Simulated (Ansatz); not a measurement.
Consider the ligand exchange at a Ge–S bond: `[GeH3][S][GeH3]` + `CCN[SiH2]Cl` → `CC[N]([GeH3])[SiH2]Cl` + `[SH][GeH3]`.

Gas-phase electronic energies from Ansatz, PBE0-D4/def2-TZVP geometries. CCSD(T)/CBS adds triple-zeta CCSD(T) − MP2 to the extrapolated MP2 energy (def2 sets, frozen cores). Functionals use def2-TZVPP. For Ge outer-core shells are correlated without core-valence functions, which leaves a few kJ/mol of doubt a bond. Scalar relativity is left out up to krypton. One conformer a species, not always the lowest.

`[GeH3][S][GeH3]`:

Cartesian coordinates in Å:
```
Ge 1.166 0.810 0.901
S 1.017 -0.172 -1.086
Ge -1.104 -0.821 -0.967
H 0.157 1.968 0.989
H 2.603 1.333 1.007
H 0.874 -0.211 2.013
H -2.016 0.404 -0.784
H -1.404 -1.529 -2.293
H -1.293 -1.782 0.219
```

`CCN[SiH2]Cl`:

Z-matrix (Å, degrees):
```
C
C 1 1.519
H 1 1.092 2 110.9
H 1 1.094 2 110.8 3 -119.8
H 1 1.093 2 110.8 3 120.6
N 2 1.453 1 113.9 3 59.8
H 2 1.095 1 109.7 3 -61.0
H 2 1.096 1 109.9 3 -177.3
Si 6 1.696 2 124.5 1 -95.7
H 6 1.009 2 113.5 1 61.1
Cl 9 2.077 6 115.2 2 70.6
H 9 1.479 6 108.2 2 -170.8
H 9 1.480 6 108.8 2 -46.7
```

`CC[N]([GeH3])[SiH2]Cl`:

```xyz
16

C    -0.623    1.475   -1.120
C    -0.087    0.056   -1.189
N     0.209   -0.536    0.117
Ge    1.725    0.074    0.986
Si   -0.948   -1.531    0.866
Cl   -2.517   -0.494    1.743
H    -0.833    1.853   -2.124
H     0.098    2.151   -0.654
H    -1.545    1.514   -0.536
H    -0.815   -0.583   -1.702
H     0.820    0.032   -1.805
H     1.993   -0.882    2.155
H     1.548    1.511    1.508
H     2.861    0.048   -0.051
H    -0.300   -2.289    1.958
H    -1.587   -2.399   -0.151
```

`[SH][GeH3]`:

Cartesian coordinates in Å:
```
S 1.426 0.254 -0.931
Ge -0.519 0.142 0.143
H 1.955 -0.810 -0.307
H -0.305 0.300 1.656
H -1.216 -1.196 -0.148
H -1.341 1.310 -0.412
```

| level | ΔE (kJ/mol) | difference from CCSD(T)/CBS |
| --- | --- | --- |
| BLYP-D4 | 41.6 | 0.9 |
| B97M-V | 45.7 | 5.0 |
| PBE-QIDH | 46.4 | 5.7 |
| BLYP | 51.7 | 11.0 |
| PBE0 | 53.6 | 12.9 |
| LC-ωPBE | 47.7 | 7.0 |
| MP2/def2-SVP | 33.5 | -7.2 |
| HF/def2-TZVPP | 50.3 | 9.6 |
| MP2/def2-TZVPP | 37.5 | -3.2 |
| CCSD(T)/def2-TZVPP | 36.5 | -4.2 |
| CCSD(T)/CBS | 40.7 | 0 |

Largest T1 diagnostic among the species: 0.011.

The D4 term adds −7.8 kJ/mol with B3LYP and −4.5 kJ/mol with PBE0; it sums over pairs of atoms, weighted by their polarisabilities, and B3LYP, whose exchange is more repulsive, gets the larger term. At CCSD(T), def2-SVP lies −8.5 kJ/mol from the extrapolated value and def2-TZVPP −4.2 kJ/mol.

B3LYP here is the variant with VWN-RPA as its local correlation; programs differ in this.
